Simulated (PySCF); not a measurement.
C₅H₂N₄OS.
Geometry (PBE0-D3(BJ)/def2-SVP, Å), atoms numbered from 1 in this order:
```xyz
13
C5H2N4OS angstrom
O     -3.3722   -0.5688   -0.4539
C     -2.5158   -0.4346    0.3791
C     -1.0785   -0.2053    0.0476
C     -0.6697   -0.1400   -1.3332
N      0.5636    0.0557   -1.7069
C      1.4416    0.1952   -0.6867
N      2.7467    0.4024   -0.8402
S      3.3637    0.5014    0.6582
N      2.0355    0.2905    1.5627
C      1.0308    0.1304    0.7023
N     -0.2541   -0.0742    1.0566
H     -2.7162   -0.4694    1.4770
H     -1.4404   -0.2616   -2.1020
```

Computed with PBE0-D3(BJ)/def2-SVP geometry optimisation, gas phase (PySCF 2.14.0).

Masses are those of the commonest isotopes; rigid-rotor values at the optimised geometry. The values belong to one conformer with, in the numbering `[O:1]=[CH:2][c:3]1[cH:4][n:5][c:6]2[n:7][s:8][n:9][c:10]2[n:11]1`, O1–C2–C3–C4 0°.

Give the principal moments of inertia and the rotational constants in MHz.

Ia = 148.41, Ib = 826.46, Ic = 974.87 u·Å²; 505379 MHz·u·Å²/I gives A = 3405, B = 611.5, C = 518.4 MHz.

Classify the top.

A near-prolate asymmetric top. Ray's parameter κ = (2B − A − C)/(A − C) = -0.936; −1 is the prolate and +1 the oblate limit.

What does the inertial defect say?

Planar: Δ = Ic − Ia − Ib = 0.00 u·Å². For a rigid frame Δ = −2 Σ m c², so it vanishes when all atoms lie in the ab plane; here none is more than 0.01 Å from it.

Where do the levels up to J = 3 lie, in MHz?

Above 0(0,0):
J = 1: 1(0,1) 1130, 1(1,1) 3924, 1(1,0) 4017
J = 2: 2(0,2) 3387, 2(1,2) 6091, 2(1,1) 6370, 2(2,1) 14751, 2(2,0) 14754
J = 3: 3(0,3) 6768, 3(1,3) 9339, 3(1,2) 9898, 3(2,2) 18141, 3(2,1) 18153, 3(3,1) 32345, 3(3,0) 32345
The levels of one J sum to (2J + 1)J(J + 1)(A + B + C)/3.

Which types of transition are allowed, and where do some lines up to J = 5 fall?

The dipole components are |μa| = 1.35 D, |μb| = 0.81 D, |μc| = 0.00 D; the mirror of this Cs structure is the ab plane, so μc vanishes by symmetry and there are no c-type lines. The squared components, which scale the intensities, stand as 1.00 : 0.36 (a : b). Some lines, for components of 0.1 D or more:

| type | branch | J(Ka,Kc) | MHz | lower level (cm⁻¹) |
| --- | --- | --- | --- | --- |
| a | Q | 3(1,2) ← 3(1,3) | 559 | 0.312 |
| b | R | 3(0,3) ← 2(1,2) | 677 | 0.203 |
| a | Q | 5(1,4) ← 5(1,5) | 1395 | 0.636 |
| b | R | 4(0,4) ← 3(1,3) | 1926 | 0.312 |
| a | R | 2(0,2) ← 1(0,1) | 2258 | 0.038 |
| b | Q | 2(1,1) ← 2(0,2) | 2982 | 0.113 |
| b | Q | 3(1,2) ← 3(0,3) | 3130 | 0.226 |
| a | R | 3(2,1) ← 2(2,0) | 3399 | 0.492 |
| a | R | 4(1,4) ← 3(1,3) | 4329 | 0.312 |
| a | R | 4(3,2) ← 3(3,1) | 4524 | 1.079 |
| a | R | 4(3,1) ← 3(3,0) | 4524 | 1.079 |
| b | R | 2(1,2) ← 1(0,1) | 4961 | 0.038 |
| a | R | 5(2,4) ← 4(2,3) | 5644 | 0.756 |
| a | R | 5(4,1) ← 4(4,0) | 5655 | 1.893 |
| a | R | 5(1,4) ← 4(1,3) | 5872 | 0.487 |
| b | Q | 5(2,3) ← 5(1,4) | 7912 | 0.683 |
| b | Q | 3(2,1) ← 3(1,2) | 8255 | 0.330 |
| b | Q | 2(2,1) ← 2(1,2) | 8661 | 0.203 |
| b | Q | 5(2,4) ← 5(1,5) | 9228 | 0.636 |
| b | R | 3(2,2) ← 2(1,1) | 11771 | 0.212 |
| b | R | 4(2,3) ← 3(1,2) | 12761 | 0.330 |
| b | R | 5(2,4) ← 4(1,3) | 13705 | 0.487 |
| b | R | 5(2,3) ← 4(1,4) | 14715 | 0.456 |
| b | Q | 5(4,2) ← 5(3,3) | 19877 | 1.419 |
| b | R | 5(4,1) ← 4(3,2) | 25534 | 1.230 |
| b | Q | 5(5,1) ← 5(4,2) | 25559 | 2.082 |

Estimate the classical rotational partition function at 10 K, 100 K and 298.15 K.

Point group Cs, symmetry number σ = 1; q = (√π/σ)·√((kT/h)³/(ABC)), k/h = 20836.6 MHz/K: 5130 at 10 K, 162000 at 100 K, 835000 at 298.15 K.

No frequency check. No vibrational averaging or centrifugal distortion is included, and the geometry carries the error of its method. Quadrupole hyperfine structure (14N) is left out.
